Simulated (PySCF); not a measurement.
1,1-difluorobuta-1,2-diene (C₄H₄F₂), SMILES C(F)(F)=C=CC. Atoms are numbered in the order given.

```xyz
10

C     -2.6532     0.4464     0.0000
C     -1.5518    -0.5654     0.0000
C     -0.2672    -0.3011     0.0000
C      1.0088    -0.0300     0.0000
F      1.7501     0.1238     1.0786
F      1.7501     0.1238    -1.0786
H     -3.2970     0.3101    -0.8842
H     -2.2641     1.4730     0.0000
H     -3.2970     0.3101     0.8842
H     -1.8631    -1.6214     0.0000
```
Charge 0, spin multiplicity 1.

The structure is a stationary point at PBE0-D3(BJ)/def2-SVP.

Two levels are set side by side: PBE/pcSseg-1 (PySCF) and B3LYP/pcSseg-1 (PySCF). GIAO shifts against CFCl3 (¹⁹F), TMS (¹H), TMS (¹³C) at the same level; non-relativistic, no solvent, atoms listed together averaged. Differences are taken from unrounded values.

```
quantity                 B3LYP
----------------------  ------
δ(¹³C) of C1 (ppm)        24.9
δ(¹³C) of C2 (ppm)       126.4
δ(¹³C) of C3 (ppm)       190.7
δ(¹³C) of C4 (ppm)       164.5
δ(¹⁹F) of F5, F6 (ppm)  -111.6
δ(¹H) of H10 (ppm)        6.90
```

Problem. What does PBE give, and how far is it from B3LYP? (An estimate is asked for; the answer gives what the named calculation found.)

Solution. 
```json
[
 {"quantity": "δ(¹³C) of C1 (ppm)", "PBE": "25.6", "PBE minus B3LYP": "0.7"},
 {"quantity": "δ(¹³C) of C2 (ppm)", "PBE": "125.2", "PBE minus B3LYP": "-1.2"},
 {"quantity": "δ(¹³C) of C3 (ppm)", "PBE": "188.3", "PBE minus B3LYP": "-2.4"},
 {"quantity": "δ(¹³C) of C4 (ppm)", "PBE": "164.0", "PBE minus B3LYP": "-0.4"},
 {"quantity": "δ(¹⁹F) of F5, F6 (ppm)", "PBE": "-119.9", "PBE minus B3LYP": "-8.3"},
 {"quantity": "δ(¹H) of H10 (ppm)", "PBE": "7.01", "PBE minus B3LYP": "0.11"}
]
```

Rough cost on one machine, each run with all the roots and properties that it gave: B3LYP against PBE within a factor of 2.
